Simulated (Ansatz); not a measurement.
C₃H₁₂N₂Si, SMILES CC(C)[SiH](N)N.

Coordinates come from a PBE-D3(BJ)/def2-SVP optimisation. This is a generated structure with no PubChem entry under its InChIKey; it may be hypothetical. One conformer was computed; it need not be the lowest.

Two levels are set side by side: PBE/def2-SVPD (Ansatz, an electronic-structure program) and PBE0/def2-SVPD (Ansatz). Energy differences of separate SCF runs at the same geometry; the states with an electron removed or added have multiplicity 2 and 2. Differences are taken from unrounded values.

```csv
quantity,PBE0,PBE,PBE minus PBE0
vertical ionisation energy (eV),8.82,8.39,-0.43
vertical singlet–triplet gap (eV),5.99,5.53,-0.46
```
